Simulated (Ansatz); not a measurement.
Consider the redistribution: `[BH]1[O][GeH2]1` + `C[SiH](C)CO` → `[OH][GeH]1[BH][O]1` + `C[SiH](C)C`.

Computed with Ansatz on PBE0-D4/def2-TZVP structures; ΔE is electronic, products minus reactants. CCSD(T)/CBS adds triple-zeta CCSD(T) − MP2 to the extrapolated MP2 energy (def2 sets, frozen cores). DFT in def2-TZVPP. B3LYP here is the variant with VWN-RPA as its local correlation; programs differ in this. For Ge outer-core shells are correlated without core-valence functions, which leaves a few kJ/mol of doubt a bond. Scalar relativity is left out up to krypton. One conformer a species, not always the lowest.

`[BH]1[O][GeH2]1`:

Cartesian coordinates in Å:
```
B -0.193 1.135 -0.318
O -1.158 0.348 0.043
Ge 0.539 -0.684 0.137
H -0.046 2.260 -0.676
H 0.277 -1.888 -0.782
H 0.581 -1.171 1.596
```

`C[SiH](C)CO`:

Z-matrix (Å, degrees):
```
C
Si 1 1.876
H 1 1.094 2 111.7
H 1 1.093 2 110.7 3 -119.1
H 1 1.094 2 111.3 3 121.2
C 2 1.873 1 111.0 3 177.8
C 2 1.894 1 108.9 3 -61.3
H 2 1.491 1 108.7 3 57.1
H 6 1.093 2 111.2 1 179.5
H 6 1.093 2 111.0 1 -60.6
H 6 1.093 2 111.1 1 59.3
O 7 1.425 2 113.5 1 53.1
H 7 1.094 2 109.5 1 171.4
H 7 1.101 2 110.3 1 -72.4
H 12 0.960 7 108.3 2 -57.1
```

`[OH][GeH]1[BH][O]1`:

```xyz
7

O     1.143    1.320    0.524
Ge    0.577   -0.071   -0.419
B    -1.454   -0.272   -0.579
O    -1.109   -0.739    0.562
H     1.732    1.076    1.243
H     1.510   -1.252   -0.062
H    -2.400   -0.062   -1.268
```

`C[SiH](C)C`:

```xyz
14

C    -0.223    1.000    1.455
Si    0.486    0.018    0.025
C    -0.056    0.762   -1.607
C    -0.053   -1.773    0.135
H     0.101    0.588    2.414
H     0.098    2.044    1.414
H    -1.316    0.984    1.435
H     1.977    0.072    0.102
H    -1.145    0.741   -1.703
H     0.365    0.210   -2.451
H     0.268    1.802   -1.693
H     0.272   -2.226    1.075
H    -1.142   -1.857    0.081
H     0.368   -2.363   -0.683
```

| level | ΔE (kJ/mol) | difference from CCSD(T)/CBS |
| --- | --- | --- |
| PBE-D4 | -150.1 | 4.8 |
| r2SCAN-D4 | -156.9 | -2.0 |
| PBE0-D4 | -148.5 | 6.4 |
| B3LYP-D4 | -154.3 | 0.6 |
| ωB97X-V | -148.7 | 6.2 |
| B2PLYP | -158.8 | -3.9 |
| r2SCAN | -157.1 | -2.2 |
| PBE0 | -148.8 | 6.1 |
| B3LYP | -154.8 | 0.1 |
| MP2/def2-TZVPP | -163.6 | -8.7 |
| CCSD/def2-TZVPP | -152.3 | 2.6 |
| CCSD(T)/def2-TZVPP | -153.7 | 1.2 |
| HF/def2-QZVPP | -151.8 | 3.1 |
| SCS-MP2/def2-QZVPP | -160.5 | -5.6 |
| HF/CBS(def2) | -151.8 | 3.1 |
| MP2/CBS(def2) | -164.8 | -9.9 |
| CCSD(T)/CBS | -154.9 | 0 |

Largest T1 diagnostic among the species: 0.017.
